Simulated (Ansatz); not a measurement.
Consider the substitution at a C–F bond: `FCS[SiH3]` + CH₃OH → `COCS[SiH3]` + H–F.

Computed with Ansatz on PBE0-D4/def2-TZVP structures; ΔE is electronic, products minus reactants. CCSD(T)/CBS adds triple-zeta CCSD(T) − MP2 to the extrapolated MP2 energy (def2 sets, frozen cores). This one scheme is used for every species. Functionals use def2-TZVPP. B3LYP here is the variant with VWN-RPA as its local correlation; programs differ in this. One conformer a species, not always the lowest.

`FCS[SiH3]`:

Z-matrix (Å, degrees):
```
C
S 1 1.802
F 1 1.373 2 112.7
H 1 1.092 2 106.5 3 118.9
H 1 1.092 2 110.6 3 -121.1
Si 2 2.139 1 99.5 3 71.8
H 6 1.483 2 112.5 1 -73.7
H 6 1.487 2 108.8 1 47.4
H 6 1.483 2 105.6 1 166.5
```

CH₃OH:

Z-matrix (Å, degrees):
```
C
O 1 1.409
H 1 1.097 2 112.4
H 1 1.090 2 107.0 3 -118.5
H 1 1.097 2 112.4 3 123.0
H 2 0.959 1 108.5 3 -61.6
```

`COCS[SiH3]`:

Cartesian coordinates in Å:
```
C -0.416 -1.818 -0.512
O -0.007 -0.590 -1.068
C -0.862 0.465 -0.800
S -0.902 1.007 0.957
Si 1.184 1.382 1.195
H -1.410 -2.103 -0.880
H -0.444 -1.769 0.581
H 0.311 -2.566 -0.826
H -0.532 1.304 -1.413
H -1.905 0.221 -1.038
H 1.981 0.134 1.308
H 1.685 2.175 0.041
H 1.315 2.157 2.454
```

H–F:

```xyz
2

F    -0.405   -0.039    0.215
H     0.405    0.039   -0.215
```

```
             level  ΔE (kcal/mol)  difference from CCSD(T)/CBS
            PBE-D4           -5.6                          1.5
         r2SCAN-D4           -5.2                          1.9
           PBE0-D4           -5.9                          1.2
          B3LYP-D4           -5.2                          1.9
           ωB97X-V           -4.7                          2.4
           ωB97M-V           -5.1                          2.0
            B2PLYP           -4.6                          2.5
               PBE           -3.8                          3.3
            r2SCAN           -4.7                          2.4
              PBE0           -4.2                          2.9
             B3LYP           -2.3                          4.8
     HF/def2-TZVPP           -1.4                          5.7
    MP2/def2-TZVPP           -8.7                         -1.6
SCS-MP2/def2-TZVPP           -6.7                          0.4
   CCSD/def2-TZVPP           -6.0                          1.1
CCSD(T)/def2-TZVPP           -6.9                          0.2
     HF/def2-QZVPP           -1.2                          5.9
    MP2/def2-QZVPP           -8.7                         -1.6
SCS-MP2/def2-QZVPP           -6.8                          0.3
      HF/CBS(def2)           -1.2                          5.9
     MP2/CBS(def2)           -8.8                         -1.7
    CCSD/CBS(def2)           -6.2                          0.9
       CCSD(T)/CBS           -7.1                            0
```

Largest T1 diagnostic among the species: 0.012.

The D4 term adds −2.9 kcal/mol with B3LYP and −1.6 kcal/mol with PBE0; it sums over pairs of atoms, weighted by their polarisabilities, and B3LYP, whose exchange is more repulsive, gets the larger term. In def2-TZVPP, CCSD(T) changes the Hartree–Fock value by −5.6 kcal/mol (the triples alone add −0.9 kcal/mol) and MP2 by −7.3 kcal/mol.
